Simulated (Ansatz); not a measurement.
Calculated with Ansatz (gas phase, PBE0-D4/def2-TZVP geometries, no zero-point term in ΔE). CBS: MP2 limit from def2 TZ/QZ plus the TZ coupled-cluster correction, frozen cores. This one scheme is used for every species. Double bonds are as drawn, so ΔE can hold a change between cis and trans. Functionals use def2-TZVPP. B3LYP here is the variant with VWN-RPA as its local correlation; programs differ in this. One conformer a species, not always the lowest.

Reaction (formal exchange of groups at a B–Si bond): `NB[SiH](F)Cl` + `C/C=C\F` → `C/C(BN)=C\F` + `F[SiH2]Cl`

Task: Is it downhill or uphill in electronic energy at CCSD(T)/CBS, and by how much? (Best estimate.)

Result: Computed: Downhill: ΔE = -38.7 kJ/mol.

Task: What do these levels give: PBE0-D4, r2SCAN, B3LYP, MP2/def2-TZVPP, CCSD/def2-TZVPP, MP2/CBS(def2)? (Best estimate.)

Result: Ansatz gave: PBE0-D4 -33.4, r2SCAN -38.6, B3LYP -34.1, MP2/def2-TZVPP -47.5, CCSD/def2-TZVPP -38.7, MP2/CBS(def2) -46.7 kJ/mol.

Largest T1 diagnostic among the species: 0.012.

From PBE to PBE0 (25 % exact exchange), in def2-TZVPP and without D4, ΔE moves by −3.2 kJ/mol.
